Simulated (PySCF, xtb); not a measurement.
Si(F)3(Et) (C2H5F3Si), SMILES F[Si](CC)(F)F. One conformer was computed; it need not be the lowest.

Harmonic wavenumbers (cm⁻¹) from GFN2-xTB run with xtb 6.7.1 at its own minimum, in rising order: 36, 115, 144, 206, 214, 261, 266, 347, 676, 730, 881, 916, 919, 997, 1032, 1070, 1229, 1302, 1421, 1464, 1503, 1505, 2967, 2984, 3035, 3042, 3048.

Problem. What does B3LYP-D3(BJ)/def2-SVP run with PySCF give at its own minimum? (An estimate is asked for; the answer gives what the named calculation found.)

Solution. 48, 128, 171, 252, 259, 322, 341, 404, 661, 703, 879, 943, 961, 991, 1001, 1042, 1247, 1281, 1401, 1426, 1479, 1481, 3036, 3039, 3084, 3121, 3121. Paired by order, the mean absolute difference is 36 cm⁻¹ and the zero-point energies are 46.2 and 46.9 kcal/mol.
